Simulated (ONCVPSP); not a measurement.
How hard is this Lu ONCV potential?

```json
{
 "Element": "Lu",
 "Generator": "ONCVPSP 4.0.1",
 "Type": "optimised norm-conserving Vanderbilt (ONCV)",
 "Functional": "PBE",
 "Relativity": "scalar-relativistic",
 "Frozen core": "[Kr] 4d10",
 "Valence charge": "25",
 "Reference configuration": "4f14 5s2 5p6 5d2 6s1",
 "Partial waves": "5s+6s: rc 1.95 bohr, ncon 4, nbas 8, qcut 7.1 1/bohr, 2 projectors; 5p: rc 1.55 bohr, ncon 4, nbas 9, qcut 5 1/bohr, 2 projectors, debl 1.7 Ha; 5d: rc 3.35 bohr, ncon 4, nbas 9, qcut 5.5 1/bohr, 2 projectors, debl 0.5 Ha; 4f: rc 1.05 bohr, ncon 4, nbas 8, qcut 16 1/bohr, local",
 "Local potential": "the f channel",
 "Core correction": "polynomial model core, fcfact 0.45"
}
```

Q: For each optimised wave give the share of its norm inside rc, the residual kinetic energy above qcut (Ha) and the cutoffs (Ha) for errors of 10, 1, 0.1 and 0.01 mHa per electron.

A:

```csv
wave,norm inside rc,residual KE,10 mHa,1 mHa,0.1 mHa,0.01 mHa
5s,0.959,1.7e-07,11.7,15.9,19.0,21.5
6s,0.057,2.3e-07,7.9,14.0,18.2,21.3
5p,0.671,2.4e-03,7.0,36.0,107.9,127.3
p projector 2,0.114,1.5e-03,6.6,14.3,44.4,100.4
5d,0.636,8.2e-09,5.9,8.0,9.8,11.2
d projector 2,0.133,3.8e-09,5.8,8.1,10.1,11.6
4f,0.834,4.6e-05,101.7,114.0,124.5,249.1
```

The occupied waves need 114 Ha and 124 Ha for 1 and 0.1 mHa. Note: ghosts flagged at negative energy: s at -573.1 eV, p at -157.5 eV, d at -21.1 eV; no localised positive-energy state flagged. A true bound ghost makes a file unfit for plane-wave use. 2 of 4 tests not solved or not reliable.
